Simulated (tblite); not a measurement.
Compound: CH₁₀AsOSi₃ (doublet state).
Bonds: Si1–C2, C2–O3, O3–Si4, Si4–Si5, Si5–As6. Hydrogens: H7, H8, H9 on Si1; H10, H11 on C2; H12, H13 on Si4; H14, H15 on Si5; H16 on As6.

Computed with GFN2-xTB (tblite), gas phase: L-BFGS steps from a force-field or distance-geometry start until the largest atomic force falls under 0.01 eV/Å.

At the end of the run (lengths in Å): O3–Si4 1.630, Si1–C2 1.907, Si4–Si5 2.306, C2–H11 1.095, As6–H16 1.510, C2–O3 1.411, Si5–H15 1.476, C2–O3–Si4 127.5°, O3–Si4–Si5 94.7°, Si4–Si5–As6 108.2°, Si1–C2–O3 109.5°, Si1–C2–O3–Si4 -104°, C2–O3–Si4–Si5 178°, O3–Si4–Si5–As6 -9°, H14–Si5–Si4–O3 112°, H12–Si4–Si5–As6 -124°.

Question: These geometries were met on the way; a selection of coordinates is given. Order them by energy above the end point, lowest first.
A. O3–Si4 1.700, Si1–C2 1.854, Si4–Si5 2.257, C2–H11 1.135, As6–H16 1.538, C2–O3 1.384, Si5–H15 1.450, C2–O3–Si4 115.3°, O3–Si4–Si5 104.2°, Si4–Si5–As6 107.4°, Si1–C2–O3 114.1°, Si1–C2–O3–Si4 -60°, C2–O3–Si4–Si5 174°, O3–Si4–Si5–As6 -73°, H14–Si5–Si4–O3 42°, H12–Si4–Si5–As6 169°
B. O3–Si4 1.617, Si1–C2 1.907, Si4–Si5 2.297, C2–H11 1.095, As6–H16 1.512, C2–O3 1.407, Si5–H15 1.464, C2–O3–Si4 127.6°, O3–Si4–Si5 101.3°, Si4–Si5–As6 112.6°, Si1–C2–O3 113.2°, Si1–C2–O3–Si4 -64°, C2–O3–Si4–Si5 174°, O3–Si4–Si5–As6 -70°, H14–Si5–Si4–O3 59°, H12–Si4–Si5–As6 169°
C. O3–Si4 1.622, Si1–C2 1.909, Si4–Si5 2.305, C2–H11 1.098, As6–H16 1.515, C2–O3 1.410, Si5–H15 1.481, C2–O3–Si4 128.3°, O3–Si4–Si5 99.2°, Si4–Si5–As6 113.8°, Si1–C2–O3 113.9°, Si1–C2–O3–Si4 -77°, C2–O3–Si4–Si5 -177°, O3–Si4–Si5–As6 -63°, H14–Si5–Si4–O3 63°, H12–Si4–Si5–As6 178°
D. O3–Si4 1.625, Si1–C2 1.903, Si4–Si5 2.308, C2–H11 1.096, As6–H16 1.515, C2–O3 1.415, Si5–H15 1.472, C2–O3–Si4 126.6°, O3–Si4–Si5 106.4°, Si4–Si5–As6 109.2°, Si1–C2–O3 111.7°, Si1–C2–O3–Si4 -62°, C2–O3–Si4–Si5 172°, O3–Si4–Si5–As6 -68°, H14–Si5–Si4–O3 53°, H12–Si4–Si5–As6 168°
E. O3–Si4 1.600, Si1–C2 1.916, Si4–Si5 2.275, C2–H11 1.083, As6–H16 1.532, C2–O3 1.420, Si5–H15 1.476, C2–O3–Si4 122.6°, O3–Si4–Si5 106.2°, Si4–Si5–As6 108.2°, Si1–C2–O3 111.2°, Si1–C2–O3–Si4 -58°, C2–O3–Si4–Si5 173°, O3–Si4–Si5–As6 -72°, H14–Si5–Si4–O3 45°, H12–Si4–Si5–As6 167°

Answer: C (0.095 eV), B (0.159 eV), D (0.262 eV), E (0.444 eV), A (0.761 eV).

| step | E above end (eV) | rms distance from the end, all atoms (Å) | largest force (eV/Å) | rms shift of all bonds from the end (Å) |
| --- | --- | --- | --- | --- |
| 31 | 0.095 | 0.829 | 0.173 | 0.004 |
| 16 | 0.159 | 0.873 | 0.221 | 0.006 |
| 8 | 0.262 | 0.902 | 0.424 | 0.007 |
| 3 | 0.444 | 0.922 | 0.878 | 0.015 |
| 0 | 0.761 | 0.930 | 2.681 | 0.032 |

Rows stand in the order of the answer.
